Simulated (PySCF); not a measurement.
# One molecule, several mistakes: AlCGeH5N cation

Calculated results; nothing here was measured. The program is PySCF 2.14.0, an open-source quantum chemistry code, run on an isolated molecule that a program drew, which may never have been made. The molecule is AlCGeH5N cation (charge +1, singlet), drawn as the SMILES string `[CH2]=[GeH][Al+][NH2]`.

Each row is a Hartree-Fock (HF) and frozen-core CCSD(T) single point in the cc-pV(D+d)Z basis, meant for a local HF minimum. Run 1 is clean. Each other run has one planted mistake out of seven kinds, and not every kind appears here: one electron removed, one electron added, multiplicity raised by two, geometry at a saddle point, minimal basis STO-3G, one bond length entered in bohr, all coordinates scaled. The reference is restricted for singlets and unrestricted otherwise, and also for a bond in bohr. Adding or removing an electron swaps singlet and doublet. Electrons count all cores. HOMO and LUMO are orbital energies over both spins, the gradient is its largest component, and the lowest frequency (negative if imaginary) is given only where the gradient is small. Bond lengths are over the 8 bonds as drawn. T1 is the CCSD diagnostic: over 0.02 (restricted) or 0.045 (unrestricted) a single reference is doubtful. Germanium has the cc-pVDZ-PP basis, with a core potential (ECP10MDF) in place of its 10 inner electrons, and its 3s, 3p and 3d shells are frozen in CCSD(T).

Geometry of the clean run:
```xyz
9
AlCGeH5N cation, angstrom
C     2.3618   -1.7237   -1.2697
Ge    0.7584   -2.2761   -0.7622
Al    0.1117   -1.2890    1.3590
N    -0.2792   -0.5543    2.8620
H     2.9466   -1.0318   -0.6770
H     2.8136   -2.0625   -2.1954
H    -0.1876   -3.2234   -1.4486
H    -0.0677   -0.9338    3.7708
H    -0.7538    0.3270    2.9758
```

```
run,electrons,basis functions,<S^2>,HOMO (eV),LUMO (eV),gradient (hartree/bohr),lowest frequency (cm^-1),mean bond (Å),longest bond (Å),T1,HF (hartree),CCSD(T) (hartree),mistake
1,62,99,0.000,-12.88,-4.28,4.0e-05,92,1.4502,2.427,0.0174,-630.26488,-630.77167,no fault
2,61,99,0.756,-20.36,-11.25,4.7e-02,-,1.4502,2.427,0.0177,-629.83571,-630.28738,one electron removed
3,63,99,1.040,-5.53,1.59,3.9e-02,-,1.4502,2.427,0.0380,-630.45459,-630.95950,one electron added
4,62,99,0.000,-12.85,-4.01,1.7e-05,-148,1.4516,2.441,0.0169,-630.26310,-630.76921,geometry at a saddle point
5,62,99,0.000,-13.23,-4.24,4.2e-02,-,1.3908,2.328,0.0158,-630.24747,-630.74434,?
6,62,99,2.019,-11.47,-4.85,8.2e-02,-,1.4502,2.427,0.0156,-630.23567,-630.69830,?
```

**Which mistake was planted in run 5, and what did it cost?**

The mean and the longest bond both change by the same factor, 0.959, and the gradient is no longer small. So the mistake is: all coordinates scaled. Subtracting run 1 and multiplying by 627.51 kcal/mol a hartree, the energy moved by 10.9 kcal/mol in HF and 17.1 kcal/mol in CCSD(T).

**Which mistake was planted in run 6, and what did it cost?**

Electrons, basis and geometry are unchanged, and <S^2> is 2.019, beside S(S+1) = 2.00 for a multiplicity of 3. So the mistake is: multiplicity raised by two. Subtracting run 1 and multiplying by 627.51 kcal/mol a hartree, the energy moved by 18.3 kcal/mol in HF and 46.0 kcal/mol in CCSD(T).

